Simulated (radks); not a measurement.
The numbers below are computed, except where a source is named.
Species: Kr4+. Configuration: [Ar] 3d10 4s2 4p2 (the NIST ground configuration). Code: a radial shooting solver on a logarithmic mesh with Libxc functionals. Model: Dirac Kohn-Sham, PBE, spin-unpolarised, spherical densities, point nucleus; open shells fill j = l - 1/2 first.

Normalised radial functions P(r) = r R(r) (large component), r in bohr:

r,3s1/2,3p1/2,3d3/2
0.003472,0.1824,0.0096,0.0000
0.003977,0.2040,0.0119,0.0001
0.004521,0.2260,0.0147,0.0001
0.005138,0.2497,0.0182,0.0001
0.005839,0.2749,0.0224,0.0002
0.00669,0.3032,0.0281,0.0003
0.007604,0.3308,0.0348,0.0004
0.008642,0.3590,0.0431,0.0006
0.009901,0.3888,0.0540,0.0008
0.01125,0.4159,0.0667,0.0012
0.01279,0.4410,0.0823,0.0017
0.01465,0.4639,0.1026,0.0024
0.01665,0.4801,0.1259,0.0034
0.01893,0.4890,0.1538,0.0048
0.02169,0.4880,0.1893,0.0069
0.02465,0.4745,0.2289,0.0098
0.02801,0.4460,0.2750,0.0137
0.03209,0.3964,0.3312,0.0195
0.03648,0.3289,0.3909,0.0271
0.04146,0.2396,0.4565,0.0375
0.0475,0.1205,0.5308,0.0525
0.05398,-0.0132,0.6024,0.0714
0.06135,-0.1640,0.6717,0.0965
0.07029,-0.3354,0.7368,0.1314
0.07989,-0.4967,0.7829,0.1740
0.0908,-0.6443,0.8059,0.2276
0.1032,-0.7617,0.7964,0.2940
0.1182,-0.8332,0.7407,0.3798
0.1344,-0.8317,0.6368,0.4755
0.1527,-0.7492,0.4778,0.5851
0.175,-0.5644,0.2484,0.7144
0.1989,-0.3024,-0.0178,0.8438
0.226,0.0295,-0.3185,0.9744
0.259,0.4268,-0.6518,1.1057
0.2943,0.8024,-0.9503,1.2125
0.3345,1.1353,-1.2042,1.2931
0.3832,1.3971,-1.3953,1.3397
0.4356,1.5268,-1.4813,1.3402
0.495,1.5325,-1.4700,1.2963
0.5672,1.4142,-1.3598,1.2037
0.6446,1.2151,-1.1846,1.0804
0.7326,0.9695,-0.9683,0.9321
0.8394,0.7013,-0.7267,0.7606
0.954,0.4756,-0.5156,0.5989
1.084,0.2956,-0.3390,0.4486
1.242,0.1608,-0.1983,0.3105
1.412,0.0813,-0.1088,0.2058
1.605,0.0366,-0.0537,0.1269
1.824,0.0144,-0.0236,0.0720
2.089,0.0045,-0.0085,0.0355
2.375,0.0013,-0.0028,0.0163
2.699,0.0003,-0.0008,0.0067
3.092,0.0001,-0.0002,0.0022
3.514,0.0000,0.0000,0.0007
3.994,0.0000,0.0000,0.0002
4.576,0.0000,0.0000,0.0000
5.201,0.0000,0.0000,0.0000

3s1/2: eigenvalue -320.22 eV, 2 radial nodes at r = 0.0533, 0.224 bohr, <r> = 0.530 bohr, 90 % of the charge inside 0.787 bohr. 3p1/2: eigenvalue -256.83 eV, 1 radial node at r = 0.197 bohr, <r> = 0.533 bohr, 90 % of the charge inside 0.812 bohr. 3d3/2: eigenvalue -138.38 eV, 0 radial nodes, <r> = 0.550 bohr, 90 % of the charge inside 0.899 bohr.
